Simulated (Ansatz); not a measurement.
Reaction (formal exchange of groups at the Si–O bond): `[SiH3][O][InH][Cl]` + `OC1(F)BN1` → `OC1(F)NB1[SiH3]` + `[OH][InH][Cl]`

Calculated with Ansatz (gas phase, PBE0-D4/def2-TZVP geometries, no zero-point term in ΔE). CBS: MP2 limit from def2 TZ/QZ plus the TZ coupled-cluster correction, frozen cores. Functionals use def2-TZVPP. Elements past krypton have def2 core potentials. For In outer-core shells are correlated without core-valence functions, which leaves a few kJ/mol of doubt a bond. One conformer a species, not always the lowest.

| level | ΔE (kJ/mol) |
| --- | --- |
| BHLYP-D4 | 113.6 |
| PBE-QIDH | 98.3 |

What does CCSD(T)/CBS give? (Estimate.)

Computed: +102.2 kJ/mol. The listed levels differ from it by 11.4, -3.9 kJ/mol.

Largest T1 diagnostic among the species: 0.015.

From r2SCAN to r2SCAN0 (25 % exact exchange), in def2-TZVPP and without D4, ΔE moves by +5.4 kJ/mol. At CCSD(T), def2-SVP lies −6.5 kJ/mol from the extrapolated value and def2-TZVPP −1.3 kJ/mol. In def2-TZVPP, CCSD(T) changes the Hartree–Fock value by −25.9 kJ/mol (the triples alone add −3.5 kJ/mol) and MP2 by −19.5 kJ/mol.

CCSD(T)/CBS has its own doubt, a few kJ/mol and more with outer-core shells, so smaller differences from it don't rank the levels.
